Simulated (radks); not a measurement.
Values are calculated unless marked as measured or tabulated.
All-electron atom: Si V in [Ne]. Code: a radial shooting solver on a logarithmic mesh with Libxc functionals. Model: scalar-relativistic Kohn-Sham, BLYP, spin-polarised, spherical densities, point nucleus. Some entries of the table are withheld. Estimate them.

| orbital | occ. | eigenvalue (eV) | <r^2> (bohr^2) |
|---|---|---|---|
| 1s | 2 | (1) | 0.01667 |
| 2s | 2 | (2) | 0.3804 |
| 2p | 6 | (3) | (4) |

Answer. 
(1) 1s eigenvalue (eV): -1842.404
(2) 2s eigenvalue (eV): -192.2270
(3) 2p eigenvalue (eV): -148.6083
(4) 2p <r^2> (bohr^2): 0.3547
